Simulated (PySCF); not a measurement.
Gas-phase reaction: 4 GeF4 + C → 4 GeF3 + CF4

Energies from PySCF (xtb for GFN2), thermal terms from the rigid-rotor harmonic-oscillator model, ideal gas at 1 bar. † marks an energy on the PBE0/def2-TZVP geometry and frequencies; other levels use their own. MP2 and CCSD(T) freeze the core. Open shells (unrestricted): C (multiplicity 3, electronic degeneracy 9), GeF3 (multiplicity 2); the rest are closed-shell singlets. GFN2 has no spin-polarisation term. Spin-orbit splitting is ignored; it lowers the true energy and changes the entropy of C. Ge: all electrons, no relativistic terms. GeF3: computed as isolated molecules; such fragments, hydroxides, amides, oligomers or adducts are transient or little studied in the gas. MP2 isn't extrapolated to the basis-set limit; its ΔH°(298 K) is 172.5 kJ in def2-SVP and 222.8 kJ in def2-TZVPP. CCSD(T) isn't extrapolated to the basis-set limit; its ΔH°(298 K) is 169.5 kJ in def2-SVP and 232.1 kJ in def2-TZVPP. The harmonic model lacks anharmonicity and excited electronic states, which grow with temperature; levels with a mode under 35 cm⁻¹ are left out.

ΔH° and ΔS° at 298 K: BLYP/def2-TZVP† 23 kJ, 90 J/K; CCSD(T)/def2-SVP† 169 kJ, 90 J/K; GFN2-xTB -560 kJ, 126 J/K; MP2/def2-SVP† 172 kJ, 90 J/K; PBE/def2-TZVP† -11 kJ, 90 J/K.

Problem. With the heat capacities included, give log10 K (1 bar) at 500, 600, 1000, 1600, 2000 K from BLYP/def2-TZVP†, CCSD(T)/def2-SVP†, GFN2-xTB, MP2/def2-SVP†, PBE/def2-TZVP†.

Solution. 
```
T (K)  BLYP/def2-TZVP†  CCSD(T)/def2-SVP†  GFN2-xTB  MP2/def2-SVP†  PBE/def2-TZVP†
-----  ---------------  -----------------  --------  -------------  --------------
500                2.2              -13.1      65.0          -13.5             5.7
600                2.5              -10.3      55.2          -10.6             5.4
1000               2.9               -4.7      35.4           -4.9             4.7
1600               3.0               -1.8      24.2           -1.9             4.1
2000               3.0               -0.8      20.4           -0.9             3.9
```
